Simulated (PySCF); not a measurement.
C4H7FO2, SMILES O[C@@H]1C[C@@H](O)C1F.

The structure is a stationary point at B3LYP-D3(BJ)/def2-SVP. The structure was generated by enumeration; whether it is a known compound was not checked. The values are those of a single conformer.

Vertical ionisation energy (IE) and electron affinity (EA) in eV. Rows of orbital energies are one-electron estimates. Where ΔSCF, EOM or ADC give a negative EA the extra electron is unbound and the value depends on the basis.

```
level                                           IE     EA
--------------------------------------------  ----  -----
−ε(HOMO), −ε(LUMO), M06-2X/def2-TZVP (PySCF)  9.15  -1.54
−ε(HOMO), −ε(LUMO), PBE/def2-TZVP (PySCF)     6.00  -0.01
```
